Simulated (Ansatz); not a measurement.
Pt3. Total charge 0; singlet. Geometry relaxed at PBE-D4/def2-TZVP.

```xyz
3

Pt   -1.246    0.578    0.392
Pt    1.192    0.786    0.026
Pt    0.054   -1.365   -0.418
```

In the def2 sets Pt takes a core potential; there is no spin–orbit coupling. The restricted singlet is unstable: a solution with broken spin symmetry lies lower. At PBE-D4/def2-TZVP a triplet of charge 0 lies 0.09 eV below the restricted singlet, each at its own geometry. The structure comes from a short search, and lower isomers may exist.

**Question.** Estimate the harmonic wavenumbers at RKS PBE-D4/def2-TZVP (Ansatz, unscaled). Is this a minimum?

**Answer.** 146, 146, 228 cm⁻¹. Yes, no mode is imaginary beyond noise. Zero-point energy 3.1 kJ/mol. Hardware: 4 threads of Arm Neoverse V1 on a shared host. Wall time 8 s.
